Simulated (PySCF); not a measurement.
Molecule: C₃H₁₃NOSi₂, SMILES N[SiH2]O[Si](C)(C)C. Atoms near the plane z = 1.2 Å, at the GFN2-xTB optimised geometry (x, y, z in Å): Si6 (0.1, 1.1, 0.0), N7 (-0.4, 0.0, 1.3), H17 (-0.5, 2.4, 0.0), H18 (1.5, 1.1, 0.0), H19 (-0.1, 0.3, 2.2), H20 (-1.3, -0.4, 1.3).

Method: B3LYP/def2-SVP in PySCF. Cells within 0.4 Å of a nucleus heavier than hydrogen are left out (blank, or x). The values are rescaled to run from 0 to 1.

```
|3333333333333333333333333333333|
|3333333333333333333333333333333|
|3333333333333333333333333333333|
|3333333333333333333333333333333|
|3333333333333333333333333333333|
|3333333333333333444433333333333|
|3333333333333344444443333333333|
|3333333333333455555444333333333|
|3333333333334567876544333333333|
|3333333333345699998644333333333|
|3344444443445899999654333333333|
|4444444444446899999654333333333|
|4444444444457999999644333333333|
|4444444455589999997543333333333|
|4444445567999xx9996433333333333|
|4444445689999xxx964333333333333|
|4444455699999xx9932223333333333|
|4444455699999999301122333333333|
|4444445679999641000122333333333|
|4444445567764210001222333333333|
|4444444555543211011222333333333|
|4444444444443221122223333333333|
|4444444444433322222233333333333|
|4444444444433333223333333333333|
|3334444444433333333333333333333|
|3333334444333333333333333333333|
|3333333333333333333333333333333|
|3333333333333333333333333333333|
|3333333333333333333333333333333|
|3333333333333333333333333333333|
|3333333333333333333333333333333|
```
Scale: ten equal steps from 0.000 (start of '0') to 1.00 (end of '9'), in the order '0123456789'; x runs from -4.50 to 4.50, y from -4.50 (bottom) to 4.50 (top).

### Question
Which quantity is mapped?
A) Laplacian of the electron density
B) deformation density (molecule minus spherical neutral atoms)
C) electrostatic potential
D) an orbital amplitude

### Answer
C, electrostatic potential. In full: electrostatic potential (hartree/e), clipped to [-0.08, 0.12].
